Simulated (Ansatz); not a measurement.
Gas-phase electronic energies from Ansatz, PBE0-D4/def2-TZVP geometries. CCSD(T)/CBS is the MP2 limit (def2-TZVPP, def2-QZVPP) plus CCSD(T) − MP2 in def2-TZVPP, frozen cores. Functionals use def2-TZVPP. For Ga outer-core shells are correlated without core-valence functions, which leaves a few kJ/mol of doubt a bond. Scalar relativity is left out up to krypton. One conformer a species, not always the lowest.

Consider the formal exchange of groups at the Si–B bond: `[SiH3][BH][GaH2]` + `[SiH3][CH2][GaH2]` → `[SiH3][SiH2][CH2][GaH2]` + `[BH2][GaH2]`.

(1) Is it downhill or uphill in electronic energy at CCSD(T)/CBS, and by how much? (Estimate.)

(2) What do these levels give: PBE-D4, r2SCAN-D4, PBE0-D4, ωB97X-V, PBE, PBE0, SCS-MP2/def2-TZVPP, CCSD(T)/def2-TZVPP, HF/def2-QZVPP, HF/CBS(def2), MP2/CBS(def2), CCSD/CBS(def2)? (An estimate is asked.)

Largest T1 diagnostic among the species: 0.015.

Answers

(1) Ansatz gave: Downhill: ΔE = -0.07 eV.

(2) The calculation gave: PBE-D4 -0.09, r2SCAN-D4 -0.07, PBE0-D4 -0.10, ωB97X-V -0.09, PBE -0.08, PBE0 -0.08, SCS-MP2/def2-TZVPP -0.07, CCSD(T)/def2-TZVPP -0.07, HF/def2-QZVPP -0.06, HF/CBS(def2) -0.06, MP2/CBS(def2) -0.08, CCSD/CBS(def2) -0.07 eV.
